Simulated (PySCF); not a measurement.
Se(F)(NH2) (FH2NSe), SMILES N[Se]F. Geometry optimised at PBE0-D3(BJ)/def2-TZVP. The values are those of a single conformer.

Computed with PBE0-D3(BJ)/def2-TZVP (PySCF).

Harmonic wavenumbers (cm⁻¹): 260, 503, 538, 622, 808, 1008, 1598, 3562, 3678. Rotational constants (GHz): 15.20, 7.256, 5.053; symmetry number 1.

Task: Work out the zero-point energy and the ideal-gas rigid-rotor harmonic-oscillator thermochemistry at 298.15 K and 1 atm.

Result: ZPE = ½ Σ hcν = ½ × 12578 cm⁻¹ = 75.23 kJ/mol. H − E(el) = 88.18 kJ/mol. Entropy in J/(mol K): translation 167.81, rotation 99.88, vibration 15.03, total 282.71. G − E(el) = 3.89 kJ/mol. Cp = 59.19 J/(mol K).
